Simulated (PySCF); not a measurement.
Species: Ti(CH2Ph)2Cl2, C14H14Cl2Ti (singlet state).
Bonds: Ti1–C2, Ti1–C16, Ti1–Cl30, Ti1–Cl31, C2–C3, C3–C4, C3–C8, C4–C5, C5–C6, C6–C7, C7–C8, C16–C17, C17–C18, C17–C22, C18–C19, C19–C20, C20–C21, C21–C22. Hydrogens: H9, H10 on C2; H11 on C4; H12 on C5; H13 on C6; H14 on C7; H15 on C8; H23, H24 on C16; H25 on C18; H26 on C19; H27 on C20; H28 on C21; H29 on C22.

Method: PBE0-D3(BJ)/def2-SVP geometry optimisation, gas phase in PySCF 2.14.0; density fitting, grid level 1; the optimiser is geomeTRIC in internal coordinates, started from a GFN2-xTB structure with every atom displaced at random (about 0.03 Å).

Step 0: E = -62857.5282 eV
```
atom  x, y, z in Å  |  force x, y, z in eV/Å
Ti1     0.3563    0.0074    0.2194   -1.207   2.383  -0.446
C2      0.4975    0.1824    2.2326    0.811   0.712   1.238
C3     -1.0033    0.1130    2.4502    5.787   0.878  -0.307
C4     -1.6303    1.2876    2.5045   -7.613  -1.215   0.638
C5     -3.1072    1.1822    2.6595    2.985   1.743   0.149
C6     -3.7283   -0.0156    2.8315   -1.005  -1.479  -0.099
C7     -2.9247   -1.1933    2.8153   -0.885   0.300   0.095
C8     -1.5378   -1.1010    2.6236   -3.903  -3.466   0.746
H9      0.9323    1.1620    2.6563   -0.437  -1.219  -0.860
H10     1.0381   -0.6624    2.7196   -0.158   0.234  -0.318
H11    -1.2771    2.2415    2.4421    1.702   2.602  -0.372
H12    -3.6707    2.1101    2.7374   -0.139   0.167  -0.160
H13    -4.8705   -0.0575    2.9461    1.730  -0.091  -0.088
H14    -3.4791   -2.1410    2.9580    0.663   0.166  -0.068
H15    -1.0036   -2.0588    2.6364    0.371   0.466  -0.158
C16     2.2854    0.2204   -0.2356    0.294  -1.346  -1.472
C17     2.0386    0.0496   -1.7116    0.266  -2.442   1.508
C18     1.9736   -1.2390   -2.2775    0.868  -2.199  -0.054
C19     1.7118   -1.4309   -3.6322   -0.619   4.160   1.437
C20     1.3896   -0.2768   -4.4159    0.883  -2.387   0.981
C21     1.4523    0.9708   -3.8969    0.722  -0.441   1.689
C22     1.8073    1.0674   -2.5513   -0.757   4.445  -0.554
H23     2.9185   -0.6097    0.0789    0.162  -0.191   0.538
H24     2.7394    1.1577   -0.0493    0.522   1.397   0.648
H25     2.2592   -2.1646   -1.6723   -0.526   1.261  -0.527
H26     1.6664   -2.3536   -4.0754    0.036  -2.665  -1.066
H27     1.2309   -0.4701   -5.4293   -0.593  -0.055  -2.024
H28     1.3350    1.8602   -4.4477   -0.385   1.143  -0.946
H29     1.8403    2.1054   -2.1176    0.018  -0.834  -0.362
Cl30   -0.7848    1.8448   -0.6100    0.697  -0.760   0.413
Cl31   -0.6167   -1.7988   -0.3953   -0.290  -1.265  -0.200
```

Step 1: E = -62858.7807 eV
```
atom  x, y, z in Å  |  force x, y, z in eV/Å
Ti1     0.3297    0.0186    0.1750   -0.764   0.976  -0.481
C2      0.4837    0.1455    2.2009   -0.730   0.105   0.529
C3     -1.0195    0.0977    2.4606    1.508  -0.444   0.175
C4     -1.7757    1.2559    2.5608   -1.060   1.585  -0.047
C5     -3.1687    1.2755    2.7814    1.918  -1.373   0.026
C6     -3.7007    0.0073    2.9388   -1.941  -0.632   0.201
C7     -3.0043   -1.2179    2.8845    0.177   1.431  -0.090
C8     -1.6394   -1.1455    2.6430   -0.625  -0.630   0.089
H9      0.9339    1.0764    2.5802    0.038   0.049  -0.245
H10     1.0242   -0.7082    2.6435   -0.096  -0.048  -0.129
H11    -1.3326    2.2434    2.4656    0.606   0.056  -0.167
H12    -3.7306    2.2093    2.8778   -0.003  -0.234  -0.090
H13    -4.7773   -0.0514    3.1068   -0.214  -0.101   0.095
H14    -3.5396   -2.1591    3.0340    0.127   0.056  -0.024
H15    -1.0823   -2.0821    2.6098    0.306   0.070  -0.114
C16     2.3044    0.2314   -0.2508    0.451  -0.224  -0.883
C17     2.0683    0.0927   -1.7327    0.218  -0.538   0.823
C18     2.0235   -1.2060   -2.3063    0.377   0.299   0.128
C19     1.7630   -1.4017   -3.6487   -0.456  -0.415  -0.809
C20     1.4702   -0.3410   -4.5228    0.714  -0.543   1.687
C21     1.5434    0.8966   -3.9087   -0.155   2.197  -0.740
C22     1.8353    1.1880   -2.5660   -0.344  -1.065  -0.749
H23     2.9243   -0.6076    0.1026   -0.072   0.073   0.283
H24     2.7512    1.2013    0.0035   -0.099   0.039   0.235
H25     2.2711   -2.0795   -1.6935   -0.157   0.125   0.069
H26     1.7400   -2.4120   -4.0549    0.107  -0.256   0.108
H27     1.2834   -0.5164   -5.5858   -0.096   0.260   0.147
H28     1.3824    1.7790   -4.5281   -0.130   0.154  -0.236
H29     1.8347    2.2187   -2.1899    0.022  -0.238  -0.135
Cl30   -0.7373    1.8314   -0.6144    0.323  -0.275   0.267
Cl31   -0.6197   -1.8511   -0.4728    0.049  -0.461   0.074
```

Step 2: E = -62858.8250 eV
```
atom  x, y, z in Å  |  force x, y, z in eV/Å
Ti1     0.3019    0.0060    0.1227   -0.244  -0.135  -0.465
C2      0.4717    0.1633    2.1534   -1.261  -0.484   0.116
C3     -1.0090    0.1389    2.4566   -0.336  -0.818   0.475
C4     -1.8163    1.3007    2.5619    1.925  -0.154  -0.496
C5     -3.1441    1.1592    2.8443   -2.347   1.448   0.479
C6     -3.8591   -0.0252    3.0677    2.634   0.214  -0.613
C7     -3.0496   -1.1527    2.9771   -0.552  -0.699   0.161
C8     -1.6961   -1.1024    2.6898    0.982   1.177  -0.339
H9      0.9405    1.0800    2.4652    0.402   0.807   0.100
H10     1.0093   -0.6885    2.5852    0.053  -0.211  -0.045
H11    -1.3602    2.3181    2.4083   -0.511  -0.960   0.137
H12    -3.7033    2.0945    2.9194   -0.152   0.137  -0.012
H13    -4.9073   -0.0766    3.2739   -0.714   0.113   0.169
H14    -3.4985   -2.1245    3.1438   -0.089  -0.434   0.043
H15    -1.1172   -2.0240    2.6392   -0.014  -0.136  -0.027
C16     2.3096    0.1942   -0.2866    0.342   0.381  -0.383
C17     2.0889    0.0353   -1.7640    0.008   0.170  -0.277
C18     2.0492   -1.2692   -2.3209    0.100   1.302   0.002
C19     1.7983   -1.4214   -3.6672   -0.171  -0.516  -0.466
C20     1.5739   -0.2831   -4.4392   -0.421   0.091  -2.470
C21     1.5942    1.0464   -3.9928    0.335  -1.145   1.106
C22     1.8622    1.1568   -2.6236   -0.065  -0.273   0.146
H23     2.9073   -0.6395    0.1288   -0.160   0.192   0.059
H24     2.7447    1.1856   -0.0064   -0.323  -0.544  -0.035
H25     2.2517   -2.1184   -1.7021    0.059  -0.658   0.546
H26     1.7594   -2.4498   -4.1206    0.043   1.051   0.316
H27     1.3737   -0.4435   -5.5241    0.077   0.026   0.588
H28     1.4217    1.9297   -4.6493    0.114  -0.721   0.465
H29     1.8722    2.1448   -2.1959    0.080   0.521   0.453
Cl30   -0.6985    1.7847   -0.6767   -0.033   0.240   0.070
Cl31   -0.6328   -1.9306   -0.4747    0.240   0.018   0.195
```

Step 3: E = -62859.3382 eV
```
atom  x, y, z in Å  |  force x, y, z in eV/Å
Ti1     0.2742   -0.0066    0.1237   -0.358   0.137  -0.336
C2      0.4429    0.1597    2.1579   -0.183   0.059   0.235
C3     -1.0179    0.1113    2.4653    0.053  -0.258   0.240
C4     -1.7872    1.2853    2.5536   -0.090   0.148  -0.037
C5     -3.1507    1.2308    2.8452    0.149   0.031  -0.025
C6     -3.7778    0.0025    3.0548    0.004  -0.019  -0.029
C7     -3.0285   -1.1733    2.9718   -0.059  -0.001   0.023
C8     -1.6707   -1.1253    2.6816    0.096   0.293  -0.070
H9      0.9147    1.1080    2.4631    0.007  -0.043  -0.142
H10     0.9974   -0.6907    2.5836    0.035  -0.032  -0.093
H11    -1.3048    2.2595    2.3860   -0.104  -0.222   0.028
H12    -3.7212    2.1612    2.9096   -0.009  -0.033   0.001
H13    -4.8496   -0.0461    3.2755    0.105   0.037  -0.004
H14    -3.5113   -2.1391    3.1397    0.008  -0.002  -0.009
H15    -1.0937   -2.0511    2.6166   -0.011   0.007  -0.008
C16     2.2735    0.2067   -0.2751    0.161  -0.089  -0.392
C17     2.0734    0.0427   -1.7490    0.100  -0.021   0.006
C18     2.0443   -1.2385   -2.3380    0.111  -0.022   0.105
C19     1.8071   -1.4045   -3.6976   -0.047  -0.087  -0.143
C20     1.5876   -0.2918   -4.5137   -0.038  -0.143  -0.104
C21     1.6094    0.9867   -3.9583    0.056   0.044   0.128
C22     1.8475    1.1462   -2.5953   -0.052   0.108  -0.001
H23     2.8694   -0.6109    0.1602   -0.070   0.028   0.093
H24     2.6785    1.1900    0.0143   -0.123  -0.080   0.032
H25     2.2266   -2.1137   -1.7074   -0.059   0.008  -0.032
H26     1.7849   -2.4150   -4.1291    0.026   0.211   0.107
H27     1.3929   -0.4289   -5.5841    0.028   0.036   0.137
H28     1.4403    1.8700   -4.5845    0.014  -0.117   0.067
H29     1.8459    2.1502   -2.1650    0.011   0.016   0.014
Cl30   -0.7528    1.7778   -0.6668    0.052   0.094   0.078
Cl31   -0.6059   -1.9640   -0.4451    0.186  -0.089   0.131
```

Task: Estimate the geometry and energy of step 4. (The exact step hangs on the optimiser's Hessian estimate; all steps are aligned on step 3, rigid shifts and turns removed.)

Result: E = -62859.3805 eV, largest force 0.403 eV/Å
```
atom  x, y, z in Å  |  force x, y, z in eV/Å
Ti1     0.2397   -0.0117    0.0932   -0.293   0.090  -0.262
C2      0.4233    0.1568    2.1292   -0.061  -0.032   0.102
C3     -1.0258    0.1067    2.4649    0.032  -0.102   0.151
C4     -1.7914    1.2822    2.5574    0.064   0.098  -0.032
C5     -3.1434    1.2367    2.8725   -0.008   0.000  -0.006
C6     -3.7681    0.0108    3.0947   -0.097  -0.064   0.024
C7     -3.0324   -1.1708    2.9988   -0.001   0.066   0.002
C8     -1.6793   -1.1221    2.6860    0.085   0.017  -0.039
H9      0.9060    1.1063    2.4046    0.008   0.004  -0.071
H10     0.9947   -0.6942    2.5315    0.012  -0.008  -0.065
H11    -1.3081    2.2461    2.3759   -0.014  -0.013   0.004
H12    -3.7127    2.1662    2.9443   -0.011  -0.006   0.003
H13    -4.8319   -0.0264    3.3401   -0.012   0.006   0.005
H14    -3.5155   -2.1358    3.1715    0.006   0.017  -0.005
H15    -1.1060   -2.0488    2.6055   -0.007  -0.010   0.005
C16     2.2426    0.2017   -0.2875    0.093  -0.113  -0.158
C17     2.0682    0.0432   -1.7578    0.127  -0.033   0.170
C18     2.0524   -1.2378   -2.3441    0.021  -0.005   0.020
C19     1.8327   -1.4020   -3.7067    0.004  -0.045  -0.010
C20     1.6240   -0.2902   -4.5203   -0.004  -0.026   0.039
C21     1.6389    0.9841   -3.9551   -0.026   0.158  -0.083
C22     1.8517    1.1552   -2.5938    0.003  -0.066   0.004
H23     2.8224   -0.6113    0.1750   -0.044  -0.001   0.048
H24     2.6259    1.1843    0.0200   -0.060   0.025   0.037
H25     2.2124   -2.1152   -1.7116   -0.014   0.020  -0.010
H26     1.8213   -2.4067   -4.1359    0.005   0.004   0.010
H27     1.4440   -0.4172   -5.5900    0.006   0.012  -0.004
H28     1.4761    1.8618   -4.5839   -0.007   0.014  -0.027
H29     1.8440    2.1588   -2.1602    0.002  -0.034  -0.014
Cl30   -0.7826    1.7817   -0.6858    0.028   0.087   0.059
Cl31   -0.5843   -2.0027   -0.4387    0.161  -0.059   0.102
```

The energy changes by -0.0423 eV. The first-order estimate −F·Δx gives -0.0620 eV and the mean of the old and new forces, exact on a quadratic surface, -0.0449 eV. The step makes an angle of 74° with the force vector and moves no atom by more than 0.070 Å.

Run on an AMD EPYC 7R43 with 2 threads, no GPU, shared host with 256 logical CPUs at a one-minute load of 97.
